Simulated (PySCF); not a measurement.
## `C([SiH3])CS`, C₂H₈SSi

Molfile (atoms numbered from 1):
```
C2H8SSi
     RDKit          3D

 12 11  0  0  0  0  0  0  0  0999 V2000
    1.7977    0.1586   -0.1014 Si  0  0  0  0  0  4  0  0  0  0  0  0
   -0.0548    0.1353   -0.5523 C   0  0  0  0  0  0  0  0  0  0  0  0
   -0.9069   -0.4308    0.5624 C   0  0  0  0  0  0  0  0  0  0  0  0
   -2.6830   -0.5368    0.1161 S   0  0  0  0  0  0  0  0  0  0  0  0
    2.2491   -1.2096    0.1517 H   0  0  0  0  0  0  0  0  0  0  0  0
    2.5300    0.7465   -1.2214 H   0  0  0  0  0  0  0  0  0  0  0  0
    1.9806    0.9700    1.1032 H   0  0  0  0  0  0  0  0  0  0  0  0
   -0.2119   -0.4566   -1.4561 H   0  0  0  0  0  0  0  0  0  0  0  0
   -0.3896    1.1495   -0.7841 H   0  0  0  0  0  0  0  0  0  0  0  0
   -0.6283   -1.4584    0.7932 H   0  0  0  0  0  0  0  0  0  0  0  0
   -0.8332    0.1658    1.4716 H   0  0  0  0  0  0  0  0  0  0  0  0
   -2.8484    0.7659   -0.1089 H   0  0  0  0  0  0  0  0  0  0  0  0
  1  2  1  0
  2  3  1  0
  3  4  1  0
  1  5  1  0
  1  6  1  0
  1  7  1  0
  2  8  1  0
  2  9  1  0
  3 10  1  0
  3 11  1  0
  4 12  1  0
M  END
```

Level of theory: GIAO PBE0/pcSseg-1 magnetisability, rotational g tensor and spin-rotation constants, non-relativistic, gas phase (PySCF 2.14.0). Geometry: GFN2-xTB.

Question: What are the magnetisability and the molar susceptibility?

Answer: Isotropic -1087 × 10⁻³⁰ J/T², or -65.4 × 10⁻⁶ cm³/mol; principal values -1183, -1057, -1021 × 10⁻³⁰ J/T², anisotropy 148 × 10⁻³⁰ J/T² (root of half the summed squared differences of the principal values). The susceptibility is in cgs units.

Question: Split it along the inertial axes a, b, c into diamagnetic and paramagnetic parts about the centre of mass, with the quadrupole moment.

Answer: 
| axis | χ (10⁻⁶ cm³/mol) | diamagnetic (10⁻⁶ cm³/mol) | paramagnetic (10⁻⁶ cm³/mol) | summed x² of all electrons (Å²) | quadrupole Θ (D Å) |
| --- | --- | --- | --- | --- | --- |
| a | -70.9 | -159.3 | 88.4 | 195.6 | -6.41 |
| b | -63.8 | -896.6 | 832.8 | 21.8 | +2.61 |
| c | -61.7 | -922.3 | 860.6 | 15.7 | +3.81 |

Anisotropies 2χaa − χbb − χcc = -16.2 and 2χbb − χaa − χcc = +5.0 × 10⁻⁶ cm³/mol. Θ is traceless in Buckingham's convention.

Question: And the rotational g tensor?

Answer: 
| axis | rotational constant (GHz) | g | nuclear part | electronic part |
| --- | --- | --- | --- | --- |
| a | 20.9351 | -0.0318 | 0.8376 | -0.8694 |
| b | 1.4445 | -0.0106 | 0.5546 | -0.5652 |
| c | 1.4055 | -0.0121 | 0.5561 | -0.5682 |

Asymmetric top; isotopes 12C, 1H, 32S, 28Si; no vibrational averaging.
